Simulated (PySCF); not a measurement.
PySCF input:

```python
from pyscf import gto, scf, dft

mol = gto.M(
    atom='''
    I    -0.00000000   -0.00000000   -1.34736833
    I     0.00000000    0.00000000    1.34736833
    ''',
    basis='def2-tzvpd',
    ecp='def2-tzvp',
    charge=0,
    spin=0,
    verbose=4,
)

mf = dft.RKS(mol, xc='bp86').density_fit(auxbasis='def2-universal-jkfit')
mf.grids.level = 3
mf.conv_tol = 1e-9
mf.max_cycle = 100
mf.max_memory = 1500
mf.kernel()
if not mf.converged:
    mf = mf.newton()
    mf.kernel(mf.make_rdm1())
mf.analyze()
```

Task: Which total energy does the run end on?

Result: -595.70676 Eh (BP86/def2-TZVPD).
